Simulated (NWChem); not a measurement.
# Correlation energy of CNO

SMILES: N#C[O]
```xyz
3

O      0.0000     0.0000     1.1395
C      0.0000     0.0000    -0.0409
N      0.0000     0.0000    -1.2673
```
Charge 0, spin multiplicity 2.

All runs are NWChem calculations. All single points use one geometry, from UB3LYP/def2-SVP, a minimum by its harmonic frequencies.

Basis set: cc-pVDZ. Each correlation energy counts from its own Hartree-Fock reference.

The correlated methods keep 3 core orbitals frozen. The structure started from a generated list of species. The unpaired electrons of the parent sit in orbitals of symmetry b2 (C2v labels of the run); other states weren't searched. No SCF solution was tested for a lower state. Open-shell Hartree-Fock references start from PBE0 orbitals. Coupled-cluster values serve here as a point of comparison, not as the truth.

### Question
For the correlation energy, CCSD[T] on UHF gives -455.5 mHa and URI-MP2 gives -416.7 mHa. What do SCS-UMP2, CCSD on UHF, CCSD(T) on UHF give?

### Answer
SCS-UMP2: -399.9 mHa; CCSD on UHF: -436.4 mHa; CCSD(T) on UHF: -453.4 mHa.
